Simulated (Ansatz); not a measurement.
System: ZrH₄, charge 1, multiplicity 2. The spin state was set by rule; other spins were not relaxed. 
Structure (B3LYP-D3(BJ)/def2-TZVP (Ansatz, a quantum-chemistry and plane-wave program) minimum search):
```xyz
5

Zr    -0.0957     0.0335    -0.0326
H      0.9503    -1.6386     0.8405
H      0.4017     1.2442     1.2089
H      1.5290    -1.1209     0.7525
H      0.9484     0.1733    -1.4971
```
Charge +1, spin multiplicity 2.

Parts of the frozen-core correlation energy in def2-SVP (Ansatz, hartree). Frozen orbitals: 4; correlated occupied orbitals by spin: 4 and 3; virtual: 43 and 44. UHF or UKS for open shells. Spin-orbit coupling is left out. In def2 rows, elements after Kr have scalar-relativistic effective core potentials.

| term | value |
|---|---|
| reference (HF) | -48.49237 |
| MP2 opposite-spin | -0.08221 |
| MP2 same-spin | [?] |
| CCSD correlation | [?] |
| (T) | [?] |
| CCSDT minus CCSD(T) | -0.00059 |
| CCSDT(Q) minus CCSD(T) | -0.00063 |
| T1 diagnostic | 0.025 |
| largest doubles amplitude | 0.038 |
| <S^2> of the reference | 0.758 |

**Question.** What belongs in the gaps?

**Answer.** 
- MP2 same-spin, value: -0.00847
- CCSD correlation, value: -0.11769
- (T), value: -0.00183
